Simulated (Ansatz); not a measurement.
Molecule: C₃H₈O, charge 0, multiplicity 1. SMILES: CCCO
Coordinates optimised at B3LYP-D3(BJ)/def2-TZVP (Ansatz, an electronic-structure program):
```xyz
12

C     -1.8645    -0.1931    -0.3023
C     -0.5633    -0.0415     0.4803
C      0.6470     0.0514    -0.4275
O      1.8098     0.1901     0.3857
H     -1.8566    -1.0970    -0.9161
H     -2.0299     0.6578    -0.9677
H     -2.7210    -0.2579     0.3699
H     -0.5982     0.8550     1.1046
H     -0.4258    -0.8898     1.1558
H      0.5406     0.9120    -1.1014
H      0.7147    -0.8511    -1.0496
H      2.5829     0.2497    -0.1841
```
Charge 0, spin multiplicity 1.

Wanted: atomisation energy (electronic, to ground-state atoms); the coupled-cluster value holds the core correlation from cc-pwCVTZ, in kcal/mol. Valence correlation only, unless marked. UHF or UKS for open shells. Spin-orbit coupling is left out. Non-relativistic. CBS marks a two-point X^-3 extrapolation of the correlation energy; Hartree-Fock from the larger set. The bracket is a focal-point correction in the basis named.

Level to compare with: RI-MP2/CBS(aug-cc-pVTZ,aug-cc-pVQZ)+[CCSD(T)-MP2]/aug-cc-pVTZ plus the core term (Ansatz), 1108.7 kcal/mol. It is a level with limits of its own, and the differences hold the functionals' basis error too.

**Question.** Rank these functionals by how close they come to RI-MP2/CBS(aug-cc-pVTZ,aug-cc-pVQZ)+[CCSD(T)-MP2]/aug-cc-pVTZ, closest first: CAM-B3LYP/def2-TZVPD (Ansatz); PBE0/def2-TZVPD (Ansatz); wB97X/def2-TZVPD (Ansatz).

**Answer.** CAM-B3LYP/def2-TZVPD (range-separated hybrid, 1104.6 kcal/mol, difference -4.1), PBE0/def2-TZVPD (global hybrid, 1102.6 kcal/mol, difference -6.1), wB97X/def2-TZVPD (range-separated hybrid, 1100.7 kcal/mol, difference -8.0)
